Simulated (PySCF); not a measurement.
1,2-difluorocyclopenta-1,3-diene (C₅H₄F₂), SMILES FC1=C(F)CC=C1. Atoms are numbered in the order given.

```xyz
11

F      1.4429    -1.4835     0.0000
C      0.6760    -0.3959     0.0000
C     -0.6729    -0.3461     0.0000
F     -1.5276    -1.3659     0.0000
C     -1.1190     1.0825     0.0000
C      0.1852     1.8416     0.0000
C      1.2144     0.9662     0.0000
H     -1.7367     1.3177     0.8862
H     -1.7367     1.3177    -0.8862
H      0.2519     2.9290     0.0000
H      2.2815     1.1906     0.0000
```

The structure is a stationary point at B3LYP-D3(BJ)/def2-SVP. Other conformers were not sampled.

All values below come from PBE/pcSseg-1 (PySCF).

GIAO shieldings, no solvent; atoms alike by connectivity are averaged. δ = σ(ref) − σ: ¹⁹F against CFCl3 (σ = 133.6 ppm); ¹³C against TMS (σ = 182.0 ppm); ¹H against TMS (σ = 31.49 ppm), references at their B3LYP-D3(BJ)/def2-TZVP geometries, non-relativistic.

```csv
nucleus,atoms,count,δ (ppm)
¹⁹F,F4,1,-172.6
¹⁹F,F1,1,-176.4
¹³C,C3,1,155.3
¹³C,C2,1,151.9
¹³C,C7,1,136.9
¹³C,C6,1,124.5
¹³C,C5,1,41.6
¹H,H11,1,6.72
¹H,H10,1,6.08
¹H,"H8, H9",2,3.38
```
